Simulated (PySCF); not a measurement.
Diisopropyl ether, C₆H₁₄O.
Structure used (GFN2-xTB), in Å, numbered top down from 1:
```xyz
21
C6H14O angstrom
C      1.7891    0.9332    0.9394
C      1.1065   -0.3232    0.3900
C      2.1159   -1.2267   -0.3125
O      0.1130    0.0112   -0.5645
C     -1.1739    0.3211   -0.0574
C     -1.8420    1.2480   -1.0690
C     -2.0062   -0.9477    0.1519
H      1.0702    1.5731    1.4464
H      2.5674    0.6582    1.6460
H      2.2330    1.4940    0.1208
H      0.6501   -0.8763    1.2261
H      1.6153   -2.1097   -0.7001
H      2.8959   -1.5320    0.3794
H      2.5646   -0.6928   -1.1454
H     -1.0788    0.8483    0.9050
H     -2.8303    1.5363   -0.7220
H     -1.9319    0.7393   -2.0246
H     -1.2375    2.1396   -1.2099
H     -1.5340   -1.6049    0.8788
H     -2.0966   -1.4833   -0.7897
H     -2.9987   -0.6888    0.5111
```

A PySCF run (density fitting, gas phase, GFN2-xTB geometry) gave HOMO -6.88 eV, LUMO 2.52 eV, dipole 1.38 D and E = -312.190 Eh.

Question: Which of these levels was it?
A. PBE0/def2-SVPD
B. PBE0/pcSseg-1
C. WP04/pcSseg-1
D. mPW1PW91/6-31G-J
E. BP86/pcseg-1

Answer: D. It is mPW1PW91/6-31G-J. All candidates on this geometry:

```csv
level and settings,kind,basis functions,SCF cycles,E (Eh),HOMO (eV),LUMO (eV),dipole (D)
BP86/pcseg-1,GGA,168,13,-312.2227,-5.65,0.64,1.14
PBE0/def2-SVPD,global hybrid,255,12,-311.7104,-7.17,0.71,1.22
"WP04/pcSseg-1, grid level 4, level shift 0.1 Eh",global hybrid fitted to proton shifts,189,10,-320.0884,-8.18,-0.08,1.28
PBE0/pcSseg-1,global hybrid,189,12,-311.8784,-7.11,1.40,1.23
mPW1PW91/6-31G-J,global hybrid,140,12,-312.1896,-6.88,2.52,1.38
```

The nearest other candidate, by the summed differences of HOMO and LUMO, is PBE0/pcSseg-1: its HOMO differs by -0.23 eV and its LUMO by -1.12 eV. Cycle counts include a coarse-grid stage where the run had one. WP04 was designed for NMR shieldings or shifts; total energies of different functionals aren't comparable.
